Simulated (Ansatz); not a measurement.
The pair A = AsH3 (SMILES [AsH3]) (first 4 atoms), B = HI (SMILES I); geometry from B3LYP-D3(BJ)/def2-TZVP.
(charge 0, multiplicity 1):
```xyz
6

As     0.03279     0.58395     0.37226
H     -0.77308     1.77910    -0.11563
H     -0.22603    -0.21642    -0.89589
H      1.34540     1.14822    -0.15169
I     -0.39162    -1.06993     4.34974
H     -0.23285    -0.45015     2.85377
```

Frozen-core correlation. Filled d and f shells under p-block atoms count as core. MP2 and its Hartree–Fock in def2-QZVPPD are density fitted.

The values were computed with Ansatz (a program for electronic structure) with Gaussian orbitals. Each number belongs to the level named beside it. In def2 rows elements past Kr take small-core potentials, without spin–orbit coupling.

The counterpoise-corrected interaction energy is E(AB) − E(A in the pair's basis) − E(B in the pair's basis). Total energies (hartree):

```tsv
level	AB	A in the pair's basis	B in the pair's basis
HF/def2-TZVPPD	-2533.1734246	-2235.9321573	-297.2425945
MP2/def2-TZVPPD	-2533.4866307	-2236.0903575	-297.3935290
HF/def2-QZVPPD	-2533.2196670	-2235.9772614	-297.2437539
MP2/def2-QZVPPD	-2533.5623157	-2236.1456975	-297.4134197
CCSD(T)/def2-TZVPPD	-2533.5440496	-2236.1232084	-297.4189916
```

Work out the counterpoise-corrected interaction energy at the basis-set limit: extrapolate the MP2 correlation part as X⁻³, take Hartree–Fock from the larger set, and add the CCSD(T) − MP2 difference of def2-TZVPPD.


1. Differences (1 hartree = 627.509 kcal/mol): HF/def2-TZVPPD 0.833; MP2/def2-TZVPPD -1.722; HF/def2-QZVPPD 0.846; MP2/def2-QZVPPD -2.007; CCSD(T)/def2-TZVPPD -1.161.
2. Correlation parts, MP2 less HF: -2.555 in def2-TZVPPD (X = 3), -2.853 in def2-QZVPPD (X = 4).
3. Limit (4³·(-2.853) − 3³·(-2.555))/(4³ − 3³) = -3.071; with HF/def2-QZVPPD it gives -2.225.
4. CCSD(T) less MP2 in def2-TZVPPD: 0.561.
Result: -1.66 kcal/mol, against -1.72 at MP2/def2-TZVPPD. It is an estimate of this method's limit, not of the exact value.
